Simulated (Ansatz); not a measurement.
Ansatz (a first-principles code) input (B3LYP-D3(BJ)/def2-TZVP):

Ansatz 0.2 input:
```yaml
crystal:
  periodic: [false, false, false]
  atoms:
    - {symbol: Ga, position_ang: [-0.00000000, -0.00000000, -1.27263610]}
    - {symbol: Br, position_ang: [0.00000000, 0.00000000, 1.12719198]}
basis:
  gaussian:
    orbitals: def2-TZVP
hamiltonian:
  xc: b3lyp
  dispersion: d3bj
phonons: {temperatures: {t_min: 298.15, t_max: 298.15, t_step: 100}}
```

Output:

```
Functional definition: B3LYP
integrals: 0.03 GiB planned
816 factors; their error is unknown
mean field: 0.32 GiB planned
mean field evaluation 1: about -122426.9534 eV, gradient 2.2e1 eV
mean field evaluation 2: about -122425.0111 eV, gradient 3.7e1 eV
mean field evaluation 4: about -122427.8753 eV, gradient 1.0e0 eV
mean field evaluation 8: about -122428.3732 eV, gradient 9.8e-2 eV
mean field -122428.37323048 eV, -4499.1597312884 hartree, gradient 4.9e-5 eV, S^2 0.000000; 0 other end points of the search recorded, 0 dependent functions left out
the calculation of the forces begins
reference -122428.37341045 eV, -4499.1597379019 hartree; 33, 33 occupied and 63, 63 virtual orbitals, 816 factors
these checks for a lower state are left out or cut short: stability, starts, cluster_reference, orbital_swaps, neighbouring_geometries, increment
integrals: 0.03 GiB planned
816 factors; their error is unknown
mean field: 0.32 GiB planned
mean field evaluation 16: about -122427.8774 eV, gradient 3.3e-1 eV
mean field -122428.37323049 eV, -4499.1597312886 hartree, gradient 4.1e-7 eV, S^2 0.000000; 0 other end points of the search recorded, 0 dependent functions left out
the calculation of the forces begins
reference -122428.37341045 eV, -4499.1597379021 hartree; 33, 33 occupied and 63, 63 virtual orbitals, 816 factors
these checks for a lower state are left out or cut short: stability, starts, cluster_reference, orbital_swaps, neighbouring_geometries, increment
integrals: 0.03 GiB planned
816 factors; their error is unknown
mean field: 0.32 GiB planned
mean field -122428.37323049 eV, -4499.1597312886 hartree, gradient 4.1e-7 eV, S^2 0.000000; 0 other end points of the search recorded, 0 dependent functions left out
the calculation of the forces begins
reference -122428.37341045 eV, -4499.1597379021 hartree; 33, 33 occupied and 63, 63 virtual orbitals, 816 factors
these checks for a lower state are left out or cut short: stability, starts, cluster_reference, orbital_swaps, neighbouring_geometries, increment
integrals: 0.03 GiB planned
816 factors; their error is unknown
mean field: 0.32 GiB planned
mean field evaluation 32: about -122427.8774 eV, gradient 3.3e-1 eV
mean field -122428.37323049 eV, -4499.1597312886 hartree, gradient 4.1e-7 eV, S^2 0.000000; 0 other end points of the search recorded, 0 dependent functions left out
the calculation of the forces begins
reference -122428.37341045 eV, -4499.1597379021 hartree; 33, 33 occupied and 63, 63 virtual orbitals, 816 factors
these checks for a lower state are left out or cut short: stability, starts, cluster_reference, orbital_swaps, neighbouring_geometries, increment
integrals: 0.03 GiB planned
816 factors; their error is unknown
mean field: 0.32 GiB planned
mean field -122428.37323049 eV, -4499.1597312886 hartree, gradient 4.1e-7 eV, S^2 0.000000; 0 other end points of the search recorded, 0 dependent functions left out
the calculation of the forces begins
reference -122428.37341045 eV, -4499.1597379021 hartree; 33, 33 occupied and 63, 63 virtual orbitals, 816 factors
these checks for a lower state are left out or cut short: stability, starts, cluster_reference, orbital_swaps, neighbouring_geometries, increment
integrals: 0.03 GiB planned
816 factors; their error is unknown
mean field: 0.32 GiB planned
mean field -122428.37319613 eV, -4499.1597300259 hartree, gradient 4.1e-7 eV, S^2 0.000000; 0 other end points of the search recorded, 0 dependent functions left out
the calculation of the forces begins
reference -122428.37337607 eV, -4499.1597366386 hartree; 33, 33 occupied and 63, 63 virtual orbitals, 816 factors
these checks for a lower state are left out or cut short: stability, starts, cluster_reference, orbital_swaps, neighbouring_geometries, increment
integrals: 0.03 GiB planned
816 factors; their error is unknown
mean field: 0.32 GiB planned
mean field -122428.37321027 eV, -4499.1597305455 hartree, gradient 4.1e-7 eV, S^2 0.000000; 0 other end points of the search recorded, 0 dependent functions left out
the calculation of the forces begins
reference -122428.37339025 eV, -4499.1597371598 hartree; 33, 33 occupied and 63, 63 virtual orbitals, 816 factors
these checks for a lower state are left out or cut short: stability, starts, cluster_reference, orbital_swaps, neighbouring_geometries, increment
integrals: 0.03 GiB planned
816 factors; their error is unknown
mean field: 0.32 GiB planned
mean field evaluation 64: about -122427.8774 eV, gradient 3.3e-1 eV
mean field -122428.37323049 eV, -4499.1597312886 hartree, gradient 4.1e-7 eV, S^2 0.000000; 0 other end points of the search recorded, 0 dependent functions left out
the calculation of the forces begins
reference -122428.37341045 eV, -4499.1597379021 hartree; 33, 33 occupied and 63, 63 virtual orbitals, 816 factors
these checks for a lower state are left out or cut short: stability, starts, cluster_reference, orbital_swaps, neighbouring_geometries, increment
integrals: 0.03 GiB planned
816 factors; their error is unknown
mean field: 0.32 GiB planned
mean field -122428.37323049 eV, -4499.1597312886 hartree, gradient 4.1e-7 eV, S^2 0.000000; 0 other end points of the search recorded, 0 dependent functions left out
the calculation of the forces begins
reference -122428.37341045 eV, -4499.1597379021 hartree; 33, 33 occupied and 63, 63 virtual orbitals, 816 factors
these checks for a lower state are left out or cut short: stability, starts, cluster_reference, orbital_swaps, neighbouring_geometries, increment
integrals: 0.03 GiB planned
816 factors; their error is unknown
mean field: 0.32 GiB planned
mean field -122428.37323049 eV, -4499.1597312886 hartree, gradient 4.1e-7 eV, S^2 0.000000; 0 other end points of the search recorded, 0 dependent functions left out
the calculation of the forces begins
reference -122428.37341045 eV, -4499.1597379021 hartree; 33, 33 occupied and 63, 63 virtual orbitals, 816 factors
these checks for a lower state are left out or cut short: stability, starts, cluster_reference, orbital_swaps, neighbouring_geometries, increment
integrals: 0.03 GiB planned
816 factors; their error is unknown
mean field: 0.32 GiB planned
mean field -122428.37323049 eV, -4499.1597312886 hartree, gradient 4.1e-7 eV, S^2 0.000000; 0 other end points of the search recorded, 0 dependent functions left out
the calculation of the forces begins
reference -122428.37341045 eV, -4499.1597379021 hartree; 33, 33 occupied and 63, 63 virtual orbitals, 816 factors
these checks for a lower state are left out or cut short: stability, starts, cluster_reference, orbital_swaps, neighbouring_geometries, increment
integrals: 0.03 GiB planned
816 factors; their error is unknown
mean field: 0.32 GiB planned
mean field evaluation 96: about -122427.8774 eV, gradient 3.4e-1 eV
mean field -122428.37321027 eV, -4499.1597305455 hartree, gradient 4.1e-7 eV, S^2 0.000000; 0 other end points of the search recorded, 0 dependent functions left out
the calculation of the forces begins
reference -122428.37339025 eV, -4499.1597371598 hartree; 33, 33 occupied and 63, 63 virtual orbitals, 816 factors
these checks for a lower state are left out or cut short: stability, starts, cluster_reference, orbital_swaps, neighbouring_geometries, increment
integrals: 0.03 GiB planned
816 factors; their error is unknown
mean field: 0.32 GiB planned
mean field -122428.37319613 eV, -4499.1597300259 hartree, gradient 4.1e-7 eV, S^2 0.000000; 0 other end points of the search recorded, 0 dependent functions left out
the calculation of the forces begins
reference -122428.37337607 eV, -4499.1597366386 hartree; 33, 33 occupied and 63, 63 virtual orbitals, 816 factors
Total energy: -122428.45947307 eV, -4499.1629006450 hartree
Atom 0 at    -0.000000    -0.000000    -1.272636 Å, force    -0.000000     0.000000     0.000541 eV/Å
Atom 1 at     0.000000     0.000000     1.127192 Å, force    -0.000000     0.000000    -0.000541 eV/Å
Dipole moment:    -0.000000    -0.000000    -0.567154 e Å
Vibrations: 253.16 cm⁻¹, zero-point energy 0.015694 eV
```
